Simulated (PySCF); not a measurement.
**Polarisability and C₆ of Ti²⁺ (titanium, charge +2)**

[Ar] 3d1 4s1, high-spin 3D determinant (an excited configuration). Calculation: PySCF 2.14, in aug-cc-pVTZ; no relativity, point nucleus. Coupled (time-dependent) response in atomic units; α is the mean over directions.

```tsv
method	mean α (bohr³)	α xx, yy, zz	C₆ (like pair)	S(−4)
B97-3	29.65	28.90, 28.90, 31.16	138.6	841.6
```

S(−4) is the Cauchy moment in α(ω) = α(0) + S(−4) ω² + …

α(iu) at B97-3:

| u (hartree) | α(iu) (bohr³) |
| --- | --- |
| 0 | 29.65 |
| 0.0500 | 27.70 |
| 0.100 | 23.23 |
| 0.200 | 14.60 |
| 0.300 | 9.570 |
| 0.500 | 5.278 |
| 0.750 | 3.354 |
| 1.00 | 2.468 |
| 1.50 | 1.582 |
| 2.00 | 1.114 |
| 3.00 | 0.6340 |
| 5.00 | 0.2807 |

A single London oscillator, α(iu) = α/(1 + u²/ω²), gives C₆ = (3/4) ω α². Matching the computed C₆ needs ω = 4 × 138.6 / (3 × 29.65²) = 0.210 hartree.

For an ion, C₆ is the dispersion term alone; charge-induced terms of lower order in 1/R come first.

The components differ because the open shell of this determinant is not spherical; for a pure term their mean is the scalar polarisability.
